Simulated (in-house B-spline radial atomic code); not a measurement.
The cobalt ion Co⁴⁺: [Ar] 3d5

Method: Dirac-Kohn-Sham PBE0, spherical fractional occupations, Fermi nucleus of rms radius 3.7875 fm. Calculated with an all-electron radial atomic-structure program (B-spline basis).

Effective charges: Z_r = [3n² - l(l+1)]/(2<r>) from the radius, Z_e = n√(-2ε) from the energy, and Slater's rules. Values are occupation-weighted means over j.

```tsv
shell	electrons	ε (eV)	<r> (bohr)	Z_r	Z_e	Slater
1s	2	-7702.2	0.05618	26.70	23.79	26.70
2s	2	-980.3	0.2549	23.54	16.98	22.85
2p	6	-847.88	0.2247	22.25	15.79	22.85
3s	2	-169.47	0.7591	17.78	10.59	15.75
3p	6	-130.42	0.7907	15.81	9.29	15.75
3d	5	-66.23	0.8843	11.87	6.62	7.60
```

The least bound orbital is 3d5/2 at -66.13 eV, and it is also the most diffuse (<r> = 0.8855 bohr).

Spin-orbit splittings of the orbital energies (j = l + 1/2 above j = l - 1/2 when positive): 2p 14.88 eV, 3p 1.992 eV, 3d 0.2403 eV.

For the 1s electron the small component carries 0.945 % of the norm, the zero-frequency Breit interaction raises the level by 9.438 eV, self-energy by 4.697 eV, and vacuum polarisation lowers it by 0.409 eV.

The density falls to 0.001 bohr⁻³ at 2.495 bohr; Σ<r²> = 11.089 bohr² gives, by the non-relativistic formula and without the paramagnetism of open shells, a Langevin diamagnetic susceptibility of -8.782×10⁻⁶ cm³/mol.

Caution: exact exchange at fractional occupations of open shells leaves self-interaction of up to several eV.
